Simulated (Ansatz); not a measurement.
Relaxation of (4-methoxyphenyl)phenyliodonium, `COc1ccc([I+]c2ccccc2)cc1` with RKS PBE-D4/def2-SVP.

```sh
$ ansatz run in.yaml --threads 6 --pin off --events-out ev --progress --plain --max-ram 7833MiB
```

```yaml
crystal:
  periodic: [false, false, false]
  atoms:
    - {symbol: C, position_ang: [-4.879270, 1.149720, -0.311580]}
    - {symbol: O, position_ang: [-3.917120, 1.001410, 0.717360]}
    - {symbol: C, position_ang: [-2.849930, 0.230590, 0.531070]}
    - {symbol: C, position_ang: [-2.554820, -0.471210, -0.644920]}
    - {symbol: C, position_ang: [-1.422340, -1.257600, -0.725960]}
    - {symbol: C, position_ang: [-0.576570, -1.328820, 0.366950]}
    - {symbol: I, position_ang: [1.186230, -2.555920, 0.241110]}
    - {symbol: C, position_ang: [2.609160, -0.948610, -0.087150]}
    - {symbol: C, position_ang: [3.229760, -0.392910, 1.015710]}
    - {symbol: C, position_ang: [4.129020, 0.641040, 0.803700]}
    - {symbol: C, position_ang: [4.393980, 1.084030, -0.482260]}
    - {symbol: C, position_ang: [3.757580, 0.504570, -1.568430]}
    - {symbol: C, position_ang: [2.852670, -0.529380, -1.381240]}
    - {symbol: C, position_ang: [-0.842640, -0.656280, 1.553210]}
    - {symbol: C, position_ang: [-1.970250, 0.125990, 1.623650]}
    - {symbol: H, position_ang: [-5.292530, 0.184540, -0.613250]}
    - {symbol: H, position_ang: [-4.452870, 1.659230, -1.179210]}
    - {symbol: H, position_ang: [-5.669500, 1.763630, 0.116340]}
    - {symbol: H, position_ang: [-3.206770, -0.416640, -1.501280]}
    - {symbol: H, position_ang: [-1.211580, -1.802170, -1.632980]}
    - {symbol: H, position_ang: [3.031610, -0.749810, 2.014280]}
    - {symbol: H, position_ang: [4.622490, 1.092400, 1.650450]}
    - {symbol: H, position_ang: [5.104780, 1.879800, -0.639630]}
    - {symbol: H, position_ang: [3.962240, 0.849550, -2.569900]}
    - {symbol: H, position_ang: [2.362450, -0.988090, -2.225430]}
    - {symbol: H, position_ang: [-0.186050, -0.737250, 2.405010]}
    - {symbol: H, position_ang: [-2.209750, 0.668190, 2.524360]}
basis:
  gaussian: {orbitals: def2-SVP}
total_charge: 1
hamiltonian: {xc: pbe, dispersion: d4}
scf: {lower_state_search: "off"}
output: {orbitals: {seedname: orbitals}}
relax: {f_tol: 0.03, max_steps: 70}
```

Hardware: 6 threads of Intel Xeon Platinum 8488C on a shared host. Wall time 23 s, peak host memory 0.59 GiB.

Positions (Å) and forces (eV/Å) at steps 1, 2, 3, 4, 7, 8, 10 of 10:

```xyz
27
step=1 energy=-23785.4748 eV
C    -4.879    1.150   -0.312    0.153    0.016    0.208
O    -3.917    1.001    0.717   -0.018    0.150    0.332
C    -2.850    0.231    0.531   -0.082    0.117    0.113
C    -2.555   -0.471   -0.645   -0.314    0.164   -0.038
C    -1.422   -1.258   -0.726    0.321   -0.242   -0.188
C    -0.577   -1.329    0.367    0.572   -0.561   -0.005
I     1.186   -2.556    0.241   -0.146    0.504   -0.018
C     2.609   -0.949   -0.087   -0.343   -0.570    0.081
C     3.230   -0.393    1.016   -0.189   -0.247    0.337
C     4.129    0.641    0.804    0.071    0.076    0.050
C     4.394    1.084   -0.482    0.084    0.108   -0.015
C     3.758    0.505   -1.568    0.032    0.058   -0.082
C     2.853   -0.529   -1.381   -0.273   -0.276   -0.220
C    -0.843   -0.656    1.553    0.338   -0.151    0.122
C    -1.970    0.126    1.624   -0.225    0.135   -0.041
H    -5.293    0.185   -0.613   -0.246   -0.535   -0.173
H    -4.453    1.659   -1.179    0.224    0.270   -0.499
H    -5.670    1.764    0.116   -0.439    0.315    0.147
H    -3.207   -0.417   -1.501   -0.453    0.039   -0.597
H    -1.212   -1.802   -1.633    0.108   -0.346   -0.668
H     3.032   -0.750    2.014   -0.115   -0.215    0.717
H     4.622    1.092    1.650    0.352    0.303    0.611
H     5.105    1.880   -0.640    0.499    0.587   -0.111
H     3.962    0.850   -2.570    0.146    0.232   -0.726
H     2.362   -0.988   -2.225   -0.330   -0.291   -0.620
H    -0.186   -0.737    2.405    0.434   -0.017    0.627
H    -2.210    0.668    2.524   -0.162    0.379    0.655
27
step=2 energy=-23785.6589 eV
C    -4.900    1.155   -0.317    0.011    0.023    0.002
O    -3.941    1.007    0.724   -0.015    0.052    0.147
C    -2.873    0.228    0.543    0.027    0.018    0.026
C    -2.580   -0.474   -0.648   -0.108    0.011   -0.066
C    -1.436   -1.267   -0.733    0.043   -0.015   -0.079
C    -0.601   -1.352    0.382    0.283   -0.102   -0.014
I     1.178   -2.500    0.242    0.015   -0.165    0.009
C     2.649   -0.968   -0.091   -0.242   -0.081    0.025
C     3.266   -0.409    1.027   -0.018   -0.017    0.119
C     4.164    0.643    0.809    0.063   -0.006    0.015
C     4.420    1.096   -0.489    0.010    0.040   -0.002
C     3.781    0.507   -1.587    0.047   -0.014   -0.040
C     2.877   -0.545   -1.400   -0.051   -0.022   -0.096
C    -0.859   -0.673    1.580    0.020    0.046    0.052
C    -1.994    0.121    1.648   -0.080    0.023    0.050
H    -5.330    0.179   -0.610   -0.068   -0.147   -0.040
H    -4.456    1.648   -1.203    0.058    0.065   -0.131
H    -5.697    1.793    0.093   -0.099    0.083    0.037
H    -3.237   -0.407   -1.518   -0.121    0.006   -0.136
H    -1.215   -1.804   -1.660    0.030   -0.075   -0.164
H     3.065   -0.768    2.041   -0.032   -0.050    0.176
H     4.665    1.101    1.667    0.098    0.086    0.153
H     5.126    1.917   -0.649    0.121    0.149   -0.027
H     3.984    0.860   -2.603    0.043    0.069   -0.185
H     2.375   -1.007   -2.255   -0.085   -0.069   -0.149
H    -0.193   -0.753    2.445    0.105   -0.004    0.154
H    -2.238    0.672    2.561   -0.054    0.095    0.165
27
step=3 energy=-23785.6740 eV
C    -4.905    1.145   -0.322   -0.029    0.004   -0.047
O    -3.953    0.995    0.730   -0.029    0.001    0.043
C    -2.878    0.221    0.551    0.044   -0.051   -0.022
C    -2.575   -0.472   -0.649    0.036    0.034   -0.033
C    -1.409   -1.244   -0.741   -0.045   -0.014    0.066
C    -0.575   -1.331    0.383   -0.065    0.008   -0.009
I     1.178   -2.517    0.249   -0.001    0.137   -0.004
C     2.607   -0.944   -0.088    0.134   -0.032   -0.005
C     3.248   -0.399    1.033    0.020   -0.001   -0.040
C     4.179    0.630    0.808   -0.084    0.043   -0.005
C     4.435    1.083   -0.496    0.042   -0.050   -0.004
C     3.787    0.498   -1.597   -0.085    0.043    0.026
C     2.849   -0.533   -1.405    0.022   -0.006    0.030
C    -0.849   -0.663    1.593   -0.042   -0.053   -0.024
C    -2.004    0.113    1.666    0.027    0.020   -0.001
H    -5.342    0.166   -0.613    0.006    0.018    0.008
H    -4.448    1.631   -1.212   -0.005   -0.015    0.020
H    -5.704    1.796    0.078    0.027   -0.013   -0.004
H    -3.238   -0.409   -1.523    0.024    0.010    0.025
H    -1.176   -1.768   -1.680   -0.017    0.005    0.035
H     3.040   -0.752    2.055    0.021   -0.002   -0.030
H     4.696    1.083    1.669   -0.012   -0.014   -0.026
H     5.155    1.900   -0.659   -0.002   -0.043    0.002
H     3.997    0.848   -2.619   -0.002   -0.011    0.027
H     2.334   -0.987   -2.264    0.025    0.002    0.023
H    -0.186   -0.743    2.466   -0.018   -0.006   -0.018
H    -2.263    0.653    2.589    0.010   -0.013   -0.033
27
step=4 energy=-23785.6790 eV
C    -4.911    1.147   -0.324   -0.015    0.007   -0.033
O    -3.962    0.995    0.731   -0.014   -0.003    0.029
C    -2.886    0.221    0.551    0.029   -0.008   -0.014
C    -2.581   -0.467   -0.649    0.003   -0.016   -0.009
C    -1.423   -1.249   -0.736    0.003    0.028    0.012
C    -0.587   -1.336    0.387   -0.008   -0.012    0.003
I     1.179   -2.502    0.250   -0.003    0.015    0.008
C     2.630   -0.951   -0.088    0.006    0.013   -0.003
C     3.266   -0.400    1.032    0.000    0.006   -0.008
C     4.185    0.639    0.806    0.020   -0.034   -0.006
C     4.445    1.086   -0.500   -0.021    0.017    0.000
C     3.788    0.506   -1.597    0.017   -0.033    0.000
C     2.863   -0.534   -1.405    0.004    0.011    0.009
C    -0.865   -0.672    1.597   -0.006    0.008   -0.016
C    -2.015    0.110    1.668    0.002   -0.006    0.009
H    -5.352    0.169   -0.614    0.004    0.007    0.006
H    -4.451    1.629   -1.214   -0.004   -0.006    0.010
H    -5.707    1.802    0.073    0.012   -0.003   -0.002
H    -3.240   -0.399   -1.525    0.007   -0.002    0.013
H    -1.191   -1.777   -1.673   -0.002    0.007    0.009
H     3.069   -0.759    2.052   -0.004    0.011   -0.012
H     4.705    1.092    1.664   -0.007   -0.001   -0.011
H     5.170    1.897   -0.665   -0.010   -0.008    0.001
H     3.997    0.854   -2.620   -0.005    0.001    0.012
H     2.352   -0.995   -2.263   -0.001    0.012    0.011
H    -0.204   -0.756    2.472   -0.006    0.000   -0.008
H    -2.274    0.650    2.590   -0.002   -0.011   -0.010
27
step=7 energy=-23785.6817 eV
C    -4.944    1.128   -0.340    0.026   -0.003    0.036
O    -4.029    0.949    0.744    0.011   -0.023   -0.061
C    -2.932    0.203    0.566   -0.035    0.015    0.009
C    -2.585   -0.443   -0.647    0.000    0.021    0.030
C    -1.409   -1.197   -0.728   -0.004   -0.017   -0.016
C    -0.600   -1.303    0.412   -0.003    0.020    0.005
I     1.177   -2.451    0.285    0.003   -0.008    0.016
C     2.641   -0.918   -0.078    0.001   -0.002   -0.002
C     3.312   -0.379    1.027    0.006    0.004    0.001
C     4.262    0.625    0.779   -0.017    0.015    0.006
C     4.512    1.058   -0.533    0.013   -0.017   -0.007
C     3.822    0.489   -1.616   -0.013    0.018    0.004
C     2.866   -0.518   -1.400    0.003    0.003   -0.011
C    -0.920   -0.681    1.633    0.006   -0.010    0.007
C    -2.087    0.074    1.700   -0.002   -0.002   -0.012
H    -5.381    0.159   -0.661    0.002    0.004   -0.003
H    -4.452    1.624   -1.204   -0.004   -0.001    0.007
H    -5.747    1.781    0.046   -0.009    0.002   -0.001
H    -3.226   -0.364   -1.535   -0.002    0.003   -0.006
H    -1.146   -1.693   -1.674    0.000    0.005    0.010
H     3.114   -0.720    2.053    0.005   -0.006    0.005
H     4.807    1.070    1.625    0.001   -0.005    0.002
H     5.257    1.846   -0.715    0.000   -0.003   -0.001
H     4.023    0.827   -2.643    0.001   -0.002   -0.006
H     2.325   -0.966   -2.246    0.006   -0.003   -0.001
H    -0.278   -0.778    2.521    0.001   -0.002   -0.002
H    -2.382    0.578    2.632    0.005   -0.005   -0.010
27
step=8 energy=-23785.6820 eV
C    -4.952    1.124   -0.344    0.024   -0.004    0.036
O    -4.045    0.937    0.746    0.009   -0.017   -0.060
C    -2.943    0.199    0.569   -0.028    0.012    0.011
C    -2.584   -0.435   -0.647   -0.001    0.016    0.027
C    -1.404   -1.184   -0.726    0.001   -0.011   -0.011
C    -0.602   -1.295    0.418   -0.008    0.016    0.007
I     1.178   -2.440    0.296    0.002   -0.004    0.013
C     2.644   -0.911   -0.075    0.002    0.001   -0.002
C     3.322   -0.374    1.027    0.005    0.002   -0.001
C     4.277    0.625    0.772   -0.008    0.005    0.003
C     4.526    1.051   -0.542    0.001   -0.007   -0.005
C     3.827    0.486   -1.621   -0.004    0.009    0.005
C     2.866   -0.515   -1.399    0.003    0.001   -0.006
C    -0.933   -0.684    1.643    0.006   -0.008    0.001
C    -2.105    0.064    1.708   -0.001   -0.002   -0.013
H    -5.384    0.157   -0.676    0.002    0.004   -0.002
H    -4.453    1.628   -1.200   -0.005   -0.001    0.007
H    -5.758    1.772    0.041   -0.007    0.000   -0.001
H    -3.219   -0.352   -1.539   -0.001    0.003   -0.003
H    -1.133   -1.672   -1.674   -0.001    0.005    0.010
H     3.127   -0.712    2.054    0.002   -0.002    0.004
H     4.829    1.067    1.615   -0.001   -0.004    0.001
H     5.277    1.833   -0.729   -0.001   -0.004   -0.001
H     4.027    0.819   -2.650   -0.001   -0.001   -0.005
H     2.320   -0.963   -2.242    0.003    0.000   -0.001
H    -0.297   -0.785    2.534    0.001   -0.002   -0.002
H    -2.408    0.560    2.641    0.005   -0.006   -0.009
27
step=10 energy=-23785.6825 eV
C    -4.958    1.121   -0.349    0.000   -0.004    0.005
O    -4.061    0.923    0.745   -0.001    0.006   -0.011
C    -2.953    0.195    0.572    0.003   -0.003    0.007
C    -2.576   -0.419   -0.648    0.001   -0.003   -0.005
C    -1.392   -1.164   -0.723    0.004    0.003    0.005
C    -0.602   -1.286    0.429   -0.005   -0.003    0.001
I     1.179   -2.430    0.318   -0.001    0.005   -0.003
C     2.648   -0.907   -0.069    0.003    0.002   -0.001
C     3.334   -0.367    1.026   -0.002   -0.001   -0.001
C     4.291    0.626    0.761    0.007   -0.004   -0.004
C     4.535    1.045   -0.556   -0.007    0.004    0.002
C     3.827    0.479   -1.628    0.006   -0.005    0.001
C     2.864   -0.518   -1.397   -0.003   -0.003    0.006
C    -0.950   -0.692    1.657   -0.001    0.001   -0.004
C    -2.126    0.049    1.718   -0.001   -0.001   -0.002
H    -5.376    0.156   -0.705    0.003    0.006    0.000
H    -4.456    1.647   -1.189   -0.004   -0.001    0.003
H    -5.776    1.752    0.040    0.004   -0.005   -0.003
H    -3.200   -0.327   -1.547    0.002    0.001    0.005
H    -1.109   -1.639   -1.673    0.000    0.001    0.001
H     3.144   -0.700    2.056   -0.001    0.003   -0.002
H     4.850    1.069    1.600   -0.002    0.000   -0.001
H     5.290    1.821   -0.751   -0.002    0.000    0.000
H     4.023    0.805   -2.660   -0.002    0.000    0.002
H     2.313   -0.969   -2.235   -0.001    0.001    0.000
H    -0.323   -0.802    2.554   -0.001    0.000   -0.002
H    -2.442    0.532    2.654    0.000   -0.001    0.000
```

In the def2 sets I takes a core potential; there is no spin–orbit coupling.
